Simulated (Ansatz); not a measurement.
CH₆GeN, SMILES `C[N][GeH3]` radical, one more setting.

```yaml
crystal:
  periodic: [false, false, false]
  atoms:
    - {symbol: C, position_ang: [-0.503333, 0.924531, -1.028469]}
    - {symbol: N, position_ang: [-0.956604, -0.105903, -0.180477]}
    - {symbol: Ge, position_ang: [0.228311, -0.995154, 0.815931]}
    - {symbol: H, position_ang: [-1.106630, 1.177869, -1.769413]}
    - {symbol: H, position_ang: [0.510233, 0.788818, -1.369323]}
    - {symbol: H, position_ang: [-0.358175, 1.976524, -0.403409]}
    - {symbol: H, position_ang: [1.738863, -0.910120, 0.289023]}
    - {symbol: H, position_ang: [-0.192515, -2.423655, 0.932133]}
    - {symbol: H, position_ang: [0.279097, -0.505588, 2.286435]}
basis:
  gaussian: {orbitals: def2-mTZVP}
magnetization: {spin_polarized: true, initial_magnetization: 1}
hamiltonian: {xc: {name: PBE0}, dispersion: d3bj}
```

```sh
$ ansatz run in.yaml --threads 4 --pin off --events-out ev --progress --plain --max-ram 10444MiB
```

Shortened log:

```
Functional definition: PBE0
888 factors; integrals over basis functions are off by at most 1.0e-3 eV
mean field evaluation 1: about -59123.8215 eV, gradient 3.9e1 eV
mean field evaluation 2: about -59109.3130 eV, gradient 6.6e1 eV
mean field evaluation 4: about -59130.6083 eV, gradient 5.3e0 eV
mean field evaluation 8: about -59130.7234 eV, gradient 2.5e-1 eV
mean field evaluation 16: about -59130.7240 eV, gradient 1.1e-3 eV
mean field -59130.72398566 eV, -2173.0140262287 hartree, gradient 2.2e-5 eV, S^2 0.756281; 2 other end points of the search recorded, 0 dependent functions left out
reference -59130.72401616 eV, -2173.0140273497 hartree; 26, 25 occupied and 66, 67 virtual orbitals, 888 factors
Total energy: -59130.85182601 eV, -2173.0187242750 hartree
```

It took 2.2 s on 4 threads of an Arm Neoverse V1 on a shared host, with 0.39 GiB of host memory at the peak.
